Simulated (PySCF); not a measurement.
**From computed data to an observable: dipole moment from atomic charges**

CH4FInO, SMILES C[O][InH][F]. Atoms are numbered in the order given.

```xyz
8

In    -0.2556     0.5254     0.0000
H     -1.2955     1.8594     0.0000
F      1.7042     0.6746     0.0000
O     -0.6700    -1.4116     0.0000
C      0.3348    -2.3889     0.0000
H      1.3580    -1.9710     0.0000
H      0.2384    -3.0378     0.8904
H      0.2384    -3.0378    -0.8904
```

The structure is a stationary point at PBE0-D3(BJ)/def2-SVP. The def2 effective core potentials stand for the cores of In; spin–orbit coupling is left out. Other conformers were not sampled.

Charges (e) from ωB97X/def2-TZVP in PySCF:

| atom | ESP fit | Mulliken |
|---|---|---|
| In1 | 1.063 | 0.877 |
| H2 | -0.182 | -0.020 |
| F3 | -0.492 | -0.502 |
| O4 | -0.628 | -0.522 |
| C5 | 0.251 | -0.153 |
| H6 | -0.008 | 0.119 |
| H7 | -0.002 | 0.100 |
| H8 | -0.002 | 0.100 |

The dipole moment of the full density is 2.07 D.

What dipole moment does each set of point charges give, and which comes closer to that of the density?


μ = Σ q r, and 1 e Å = 4.8032 D.
ESP fit: Σ q r = (-0.381, 0.203, 0.000) e Å, |μ| = 2.08 D.
Mulliken: Σ q r = (-0.546, 0.345, 0.000) e Å, |μ| = 3.10 D.
ESP fit comes closer in size. Point charges leave out the atoms' own dipoles (lone pairs, polarised bonds); fits to the potential absorb them, partitions of the density don't.
